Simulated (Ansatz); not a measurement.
In(OH)2(OSiH3) (H5InO3Si), SMILES [OH][In]([O][SiH3])[OH].

Geometry: PBE0-D3(BJ)/def2-SVP. The structure was generated by enumeration; whether it is a known compound was not checked. The def2 effective core potentials stand for the cores of In; spin–orbit coupling is left out. Other conformers were not sampled.

Two levels are set side by side: PBE/def2-SVPD (Ansatz, a program for electronic structure) and PBE0/def2-SVPD (Ansatz). Energy differences of separate SCF runs at the same geometry; the states with an electron removed or added have multiplicity 2 and 2. Differences are taken from unrounded values.

| quantity | PBE0 |
|---|---|
| vertical ionisation energy (eV) | 10.40 |
| vertical electron affinity (eV) | 0.83 |
| vertical singlet–triplet gap (eV) | 4.57 |

**Question.** What does PBE give, and how far is it from PBE0? (The exact figures need the calculation; the answer reports its results.)

**Answer.** 
```json
[
 {"quantity": "vertical ionisation energy (eV)", "PBE": "9.76", "PBE minus PBE0": "-0.64"},
 {"quantity": "vertical electron affinity (eV)", "PBE": "0.98", "PBE minus PBE0": "0.15"},
 {"quantity": "vertical singlet–triplet gap (eV)", "PBE": "3.87", "PBE minus PBE0": "-0.70"}
]
```
